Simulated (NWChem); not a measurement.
Species: GeSiH$_{3}$Br, singlet; SMILES [SiH3][Ge][Br]

```xyz
6

Ge     0.9363    -0.5589     0.0000
Br    -0.2708     1.5025     0.0000
Si    -1.1277    -1.9885    -0.0001
H     -0.7860    -3.4424    -0.0058
H     -1.9580    -1.7061    -1.2063
H     -1.9490    -1.7140     1.2143
```
Atoms are numbered in this order, from 1.

Low-valent species are run as closed-shell singlets; no triplet was tried in these runs. Structure relaxed at the B3LYP/6-31G* (spherical d) level.

Task: List the 4 lowest vertical singlet excitations from PBE0/def2-SVP, TDA (NWChem).

Result: 
```tsv
state	energy (eV)	oscillator strength	leading excitation (squared amplitude)
S1	1.92	0.002	HOMO → LUMO (0.99)
S2	3.94	0.002	HOMO−1 → LUMO (0.98)
S3	4.41	0.010	HOMO−2 → LUMO (0.53)
S4	4.50	0.005	HOMO−3 → LUMO (0.97)
```
